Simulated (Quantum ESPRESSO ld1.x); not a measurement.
All-electron atom: W IV in [Kr] 4d10 4f14 5s1 5p6 5d4 (not the ground configuration).

Calculated with ld1.x of Quantum ESPRESSO 7.5: scalar-relativistic Kohn-Sham, LDA (Slater exchange, Gunnarsson-Lundqvist correlation), spin-unpolarised, spherical densities, point nucleus.

Energy parts (hartree):
| part | energy |
|---|---|
| total | -16130.022 |
| kinetic | 17770.084 |
| electron-nucleus | -39804.189 |
| Hartree | 6217.936 |
| exchange-correlation | -313.853 |

Orbitals (lengths in bohr, moments of r in powers of bohr):
orbital  occ.  eigenvalue (hartree)   <1/r>
1s          2              -2553.16   87.05
2s          2              -441.759   20.35
2p          6              -386.633   18.44
3s          2              -102.687   7.533
3p          6              -86.3647   6.957
3d         10              -67.5628   6.575
4s          2              -22.1589   3.205
4p          6              -16.8031   2.911
4d         10              -10.0140   2.591
5s          1              -4.11500   1.269
5p          6              -2.76474   1.077
4f         14              -2.47835   2.095
5d          4              -1.22722  0.7551
6s          0              -1.08638  0.5039
6p          0              -0.79271  0.4186

The highest occupied level is 5d at -33.394 eV. The density falls to 0.001 e/bohr^3 at r = 3.45 bohr. Summed over all electrons, <r^2> = 36.96 bohr^2, which gives a Langevin (diamagnetic) susceptibility term of -29.3 x 10^-6 cm^3/mol.
